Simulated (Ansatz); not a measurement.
Born–Oppenheimer molecular dynamics of F3H2HfN (7 atoms, charge 0, multiplicity 1). It starts from a relaxed structure.

Theory: Ansatz 0.2.0, RKS r2SCAN-D4/def2-SVP.

```json
{
  "ensemble": "NVT, Nosé–Hoover chain",
  "time step": "1 fs",
  "steps asked": "150",
  "set temperature": "100 K",
  "thermostat": "time constant 300 fs, chain length 3",
  "temperature schedule": "37 steps to 100 K, then 113 steps to 300 K",
  "seed": "281703"
}
```

Frames 5 fs apart, positions in Å.

Velocities at 60.0 fs (Å/ps):

```
Hf 0.06 -0.12 0.21
F -0.03 0.10 -1.47
N -0.64 0.06 -0.28
H 1.16 -1.11 -0.28
H 6.80 -0.42 2.47
F -0.61 1.03 -0.33
F 0.13 0.07 -0.08
```

```xyz
7
Properties=species:S:1:pos:R:3 time_fs=60.0 energy_less_start_eV=0.058 T=12
Hf 0.021 -0.021 -0.023
F 0.036 0.073 1.866
N 1.906 0.087 -0.721
H 2.556 -0.626 -1.049
H 2.409 0.964 -0.879
F -0.740 1.658 -0.640
F -0.826 -1.614 -0.672
7
Properties=species:S:1:pos:R:3 time_fs=65.0 energy_less_start_eV=0.049 T=26
Hf 0.021 -0.021 -0.023
F 0.035 0.073 1.864
N 1.909 0.087 -0.725
H 2.537 -0.652 -1.039
H 2.413 0.965 -0.848
F -0.742 1.659 -0.640
F -0.825 -1.615 -0.672
7
Properties=species:S:1:pos:R:3 time_fs=70.0 energy_less_start_eV=0.038 T=42
Hf 0.021 -0.020 -0.024
F 0.035 0.073 1.874
N 1.915 0.086 -0.730
H 2.502 -0.695 -1.020
H 2.406 0.979 -0.802
F -0.742 1.651 -0.637
F -0.825 -1.617 -0.672
7
Properties=species:S:1:pos:R:3 time_fs=75.0 energy_less_start_eV=0.020 T=70
Hf 0.020 -0.017 -0.027
F 0.036 0.072 1.891
N 1.916 0.081 -0.733
H 2.503 -0.702 -1.010
H 2.436 0.954 -0.771
F -0.740 1.636 -0.631
F -0.824 -1.619 -0.671
7
Properties=species:S:1:pos:R:3 time_fs=80.0 energy_less_start_eV=0.028 T=59
Hf 0.020 -0.014 -0.029
F 0.036 0.069 1.908
N 1.912 0.074 -0.733
H 2.535 -0.688 -1.010
H 2.499 0.915 -0.754
F -0.739 1.620 -0.624
F -0.822 -1.622 -0.671
7
Properties=species:S:1:pos:R:3 time_fs=85.0 energy_less_start_eV=0.047 T=30
Hf 0.019 -0.012 -0.032
F 0.036 0.066 1.920
N 1.914 0.066 -0.733
H 2.530 -0.697 -1.010
H 2.517 0.885 -0.730
F -0.742 1.609 -0.619
F -0.820 -1.623 -0.669
7
Properties=species:S:1:pos:R:3 time_fs=90.0 energy_less_start_eV=0.043 T=36
Hf 0.020 -0.010 -0.032
F 0.036 0.062 1.922
N 1.921 0.055 -0.732
H 2.489 -0.748 -1.014
H 2.502 0.898 -0.700
F -0.750 1.606 -0.618
F -0.816 -1.623 -0.667
7
Properties=species:S:1:pos:R:3 time_fs=95.0 energy_less_start_eV=0.033 T=52
Hf 0.021 -0.009 -0.032
F 0.035 0.058 1.913
N 1.925 0.043 -0.729
H 2.458 -0.769 -1.022
H 2.495 0.883 -0.690
F -0.763 1.612 -0.620
F -0.812 -1.621 -0.665
7
Properties=species:S:1:pos:R:3 time_fs=100.0 energy_less_start_eV=0.005 T=95
Hf 0.022 -0.009 -0.030
F 0.035 0.052 1.897
N 1.920 0.030 -0.721
H 2.478 -0.766 -1.044
H 2.538 0.847 -0.707
F -0.780 1.625 -0.624
F -0.807 -1.618 -0.662
7
Properties=species:S:1:pos:R:3 time_fs=105.0 energy_less_start_eV=0.021 T=71
Hf 0.023 -0.009 -0.028
F 0.035 0.047 1.878
N 1.919 0.016 -0.714
H 2.482 -0.755 -1.065
H 2.564 0.804 -0.726
F -0.799 1.638 -0.628
F -0.802 -1.616 -0.660
7
Properties=species:S:1:pos:R:3 time_fs=110.0 energy_less_start_eV=0.026 T=64
Hf 0.024 -0.008 -0.027
F 0.035 0.041 1.863
N 1.925 0.001 -0.708
H 2.444 -0.795 -1.087
H 2.553 0.807 -0.723
F -0.815 1.645 -0.630
F -0.797 -1.614 -0.658
7
Properties=species:S:1:pos:R:3 time_fs=115.0 energy_less_start_eV=0.044 T=37
Hf 0.025 -0.006 -0.027
F 0.035 0.035 1.859
N 1.934 -0.015 -0.703
H 2.392 -0.829 -1.102
H 2.532 0.809 -0.713
F -0.827 1.645 -0.630
F -0.793 -1.614 -0.656
```

Of the whole run (150 fs, mean temperature of the second half 58 K): The conserved energy stayed within 0.063 meV per atom of its start (net change 0.049 meV per atom), so the integration is sound. The schedule's set-point averaged 234 K over the second half and the system 58 K, so it lags behind the ramp. A run of 0.15 ps of so small a system gives no equilibrium averages.

The run took 8.3 min on 2 threads of Intel(R) Xeon(R) Platinum 8175M CPU @ 2.50GHz (Skylake/Cascade Lake), with other jobs on the host, peak memory 0.24 GiB.
